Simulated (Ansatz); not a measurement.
FeNF4, that is [FeNF4]- with one electron fewer, relaxed as a doublet with UKS B3LYP-D4/def2-SVPD in Ansatz, starting from the B3LYP-D4/def2-SVPD geometry of the charge -1 singlet. Force threshold 0.02 eV/Å.

The relaxed charge 0 doublet is spin-contaminated (final ⟨S²⟩ up to 3.09, 0.75 for a pure state).

Start:

```tsv
atom	x (Å)	y (Å)	z (Å)
Fe1	-0.0376	0.0095	0.0513
N2	-0.8957	0.2255	1.2207
F3	1.5292	-0.5719	0.7273
F4	0.7964	1.5865	-0.2084
F5	-1.0622	0.4543	-1.3636
F6	-0.3300	-1.7039	-0.4272
```

Task: Estimate the energy that the relaxation releases and the steps that it takes.

Result: 71.3 kJ/mol, in 8 steps; 54 s on 4 threads of Intel Xeon on a shared host. No frequencies were taken in this run, so the end may be a saddle point.

Task: Does the start keep its bonding and symmetry?

Result: By distances, no bond broke or formed. The bond that changes most is Fe1–N2, from 1.47 to 1.90 Å (atoms count from 1). Point group C4v at the start, C4v at the end, both within 0.05 Å.

Task: Predict the relaxed structure.

Result: 
```xyz
6

Fe    0.1199   -0.0302   -0.1634
N    -0.9944    0.2503    1.3553
F     1.5023   -0.5634    0.7377
F     0.7765    1.5747   -0.1896
F    -1.0650    0.4533   -1.3338
F    -0.3393   -1.6848   -0.4063
```
Bond lengths: 4 × F–Fe 1.73 Å; 1 × Fe–N 1.90 Å.
